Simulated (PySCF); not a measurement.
Job file and geometry (Å, from GFN2-xTB) of an NMR shielding run on SMILES C#C[SiH2]N(C=O)CC, C₅H₉NOSi, PySCF 2.14.0, density-fitted response routines, GIAO PBE0/pcSseg-1 NMR shielding, non-relativistic, gas phase; density fitting, a coarse starting grid and PySCF grid level 2 are the driver's defaults:

```
{"job": {"kind": "nmr", "xc": "PBE0", "basis": "pcSseg-1"}, "charge": 0, "multiplicity": 1}
C      3.721692    -0.544623     0.655517
C      2.660761    -0.617986     0.094791
Si     1.031943    -0.721605    -0.766775
N     -0.095006     0.367659     0.060127
C      0.248787     1.642905    -0.115724
O      1.229161     1.951152    -0.759229
C     -1.296256    -0.013942     0.757898
C     -2.441524    -0.302020    -0.208549
H      4.650212    -0.474110     1.146001
H      1.078742    -0.397678    -2.185567
H      0.440711    -2.041482    -0.505407
H     -0.408253     2.389095     0.365794
H     -1.578998     0.796602     1.437971
H     -1.082090    -0.904033     1.354573
H     -2.170353    -1.114544    -0.878594
H     -2.661818     0.579630    -0.806563
H     -3.334710    -0.582989     0.343824
```

Question: Write the output of this run.

Answer: 
```
coarse grid: 14784 points
cycle   1  E = -614.6176279956  dE =  1.108e+00  |g| = 8.643e-01  |ddm| = 3.730e+00
cycle   2  E = -614.1306753728  dE =  4.870e-01  |g| = 1.769e+00  |ddm| = 2.367e+00
cycle   3  E = -614.7586584198  dE = -6.280e-01  |g| = 2.624e-01  |ddm| = 1.820e+00
cycle   4  E = -614.7726477379  dE = -1.399e-02  |g| = 8.659e-02  |ddm| = 2.567e-01
cycle   5  E = -614.7739728863  dE = -1.325e-03  |g| = 3.371e-02  |ddm| = 7.234e-02
cycle   6  E = -614.7742062095  dE = -2.333e-04  |g| = 1.002e-02  |ddm| = 2.988e-02
cycle   7  E = -614.7742251533  dE = -1.894e-05  |g| = 5.272e-03  |ddm| = 8.952e-03
cycle   8  E = -614.7742317974  dE = -6.644e-06  |g| = 6.715e-04  |ddm| = 3.647e-03
final grid: 138520 points
cycle   9  E = -614.8311421071  dE = -2.100e-05  |g| = 1.241e-02  |ddm| = 2.952e-02
cycle  10  E = -614.8310576120  dE =  8.450e-05  |g| = 2.431e-02  |ddm| = 2.527e-02
cycle  11  E = -614.8311723964  dE = -1.148e-04  |g| = 2.579e-03  |ddm| = 1.802e-02
cycle  12  E = -614.8311738805  dE = -1.484e-06  |g| = 2.397e-04  |ddm| = 2.031e-03
cycle  13  E = -614.8311738887  dE = -8.115e-09  |g| = 1.579e-04  |ddm| = 3.362e-04
cycle  14  E = -614.8311738938  dE = -5.109e-09  |g| = 7.069e-05  |ddm| = 1.527e-04
cycle  15  E = -614.8311738950  dE = -1.188e-09  |g| = 1.656e-05  |ddm| = 5.440e-05
cycle  16  E = -614.8311738950  dE = -6.276e-11  |g| = 3.462e-06  |ddm| = 1.504e-05
converged SCF energy = -614.8311738950

GIAO shielding tensors (ppm)
atom      isotropic    diamagn.    paramagn.     s11        s22        s33       span
  0 C       84.584     261.364    -176.781      0.551      2.939    250.261    249.711
  1 C      101.007     259.166    -158.158      3.061     11.029    288.932    285.871
  2 Si     415.435     881.612    -466.177    388.958    407.897    449.450     60.491
  3 N      124.726     334.753    -210.027     18.162    164.554    191.463    173.302
  4 C       14.682     248.185    -233.503    -67.689     30.851     80.885    148.575
  5 O     -116.024     401.984    -518.008   -399.548   -225.805    277.281    676.829
  6 C      145.629     243.296     -97.667    123.656    141.330    171.900     48.244
  7 C      165.371     247.999     -82.629    147.672    161.099    187.340     39.668
  8 H       29.875      33.346      -3.471     24.743     24.865     40.016     15.273
  9 H       26.606      29.459      -2.853     23.433     24.629     31.754      8.321
 10 H       27.203      30.574      -3.371     23.399     27.189     31.021      7.621
 11 H       23.389      29.341      -5.952     20.393     23.560     26.215      5.822
 12 H       28.280      30.860      -2.580     23.879     27.775     33.186      9.307
 13 H       28.472      31.010      -2.538     23.333     28.699     33.385     10.052
 14 H       30.553      30.383       0.170     26.302     30.243     35.115      8.812
 15 H       30.701      29.882       0.820     27.203     29.008     35.894      8.691
 16 H       30.641      27.976       2.665     26.457     27.286     38.179     11.722
```

Question: Turn these shieldings into chemical shifts. Referencing at the same level of theory: ¹³C (σ = 186.93 ppm), ²⁹Si (σ = 349.16 ppm), ¹H (σ = 31.72 ppm) against TMS; ¹⁵N (σ = 267.73 ppm) vs NH3; ¹⁷O (σ = 336.08 ppm) against H2O.

Answer: Averaging equivalent atoms: C 4: 172.2; C 0: 102.3; C 1: 85.9; C 6: 41.3; C 7: 21.6; Si 2: -66.3; N 3: 143.0; O 5: 452.1; H 11: 8.33; H 9/10: 4.81; H 12/13: 3.34; H 8: 1.84; H 14/15/16: 1.09 ppm. Unscaled 17O shifts of doubly bonded oxygen tend to come out too high, by tens of ppm or more. Experimental scales use liquid or dissolved standards, which lie at an offset from isolated NH3 (liquid NH3: subtract about 20 ppm) and H2O (liquid H2O: subtract about 36 ppm).

Size and cost of the density-fitted run: 188 basis functions, 47 s wall time on 1 thread of an Arm Neoverse N1, shared host.
